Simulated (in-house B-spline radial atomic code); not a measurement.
Checks on a self-consistent run for the ruthenium ion Ru⁴⁺, [Kr] 4d3 6p1. Level of theory: Dirac-Hartree-Fock, average of configuration, Fermi nucleus of rms radius 4.4809 fm; calculated with a B-spline radial code for spherical atoms.

| orbital | q | ε (Eh) | <1/r> | <r²> | small-component weight |
| --- | --- | --- | --- | --- | --- |
| 1s1/2 | 2 | -820.09606 | 45.8776 | 0.00150897 | 0.025848 |
| 2s1/2 | 2 | -122.90042 | 10.52 | 0.0248635 | 0.0053718 |
| 2p1/2 | 2 | -113.36620 | 10.4615 | 0.018791 | 0.0053467 |
| 2p3/2 | 4 | -108.52775 | 9.91622 | 0.0201266 | 0.0051584 |
| 3s1/2 | 2 | -24.87686 | 3.64739 | 0.182936 | 0.0014764 |
| 3p1/2 | 2 | -21.12802 | 3.54112 | 0.180123 | 0.0014155 |
| 3p3/2 | 4 | -20.27711 | 3.41276 | 0.189304 | 0.0013676 |
| 3d3/2 | 4 | -13.68463 | 3.21919 | 0.173265 | 0.0012399 |
| 3d5/2 | 6 | -13.52119 | 3.1855 | 0.176198 | 0.0012253 |
| 4s1/2 | 2 | -5.70832 | 1.35921 | 1.12719 | 0.00034672 |
| 4p1/2 | 2 | -4.43827 | 1.25545 | 1.29515 | 0.00030542 |
| 4p3/2 | 4 | -4.29709 | 1.22107 | 1.35254 | 0.00029493 |
| 4d3/2 | 1.2 | -2.53774 | 0.991186 | 1.9911 | 0.00020692 |
| 4d5/2 | 1.8 | -2.52056 | 0.98295 | 2.01895 | 0.00020432 |
| 6p1/2 | 0.33333 | -0.75418 | 0.271851 | 26.4189 | 2.9632e-05 |
| 6p3/2 | 0.66667 | -0.74557 | 0.268059 | 27.048 | 2.9044e-05 |

Electron-electron repulsion V_ee = 1622.7930 hartree.

(1) What total energy follows from the eigenvalues?

(2) Does the Dirac virial theorem hold?

(3) What diamagnetic shielding (Lamb formula) and susceptibility (Langevin formula) do the radii give?

## Answers

(1) The eigenvalues count the repulsion twice, so E = Σqε - V_ee = -2901.633 - 1622.793 = -4524.426 hartree; the run printed -4524.426.

(2) For a point nucleus E = -2c²Σq·w, with w the small-component weight. Here Σq·w = 0.12046 and c = 137.0360, so the ratio E/(-2c²Σq·w) is 1.000031; the finite nucleus accounts for the departure from 1.

(3) σ = (α²/3)Σq<1/r> = 246.743/(3·137.036²) = 4379.8 ppm, and χ = -0.79199×10⁻⁶·Σq<r²> = -36.84×10⁻⁶ cm³/mol with Σq<r²> = 46.521 bohr². Both are non-relativistic formulas without the paramagnetism of open shells.
